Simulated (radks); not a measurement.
Values are calculated unless marked as measured or tabulated.
Q: All-electron atom: Cu II in [Ar] 3d10 (the NIST ground configuration). Code: a radial shooting solver on a logarithmic mesh with Libxc functionals. Model: scalar-relativistic Kohn-Sham, LDA (Slater exchange, Perdew-Wang correlation), spin-polarised, spherical densities, finite nucleus; Fermi nuclear charge, rms radius 3.8823 fm. Some entries of the table are withheld. Estimate them.

| orbital | occ. | eigenvalue (Ry) | <1/r> (bohr^-1) |
|---|---|---|---|
| 1s | 2 | -649.8728 | 29.11 |
| 2s | 2 | -78.55643 | 6.316 |
| 2p | 6 | -67.97743 | 6.206 |
| 3s | 2 | (1) | 1.994 |
| 3p | 6 | (2) | 1.841 |
| 3d | 10 | -1.02949 | 1.384 |

A: 
(1) 3s eigenvalue (Ry): -9.02822
(2) 3p eigenvalue (Ry): -5.93486
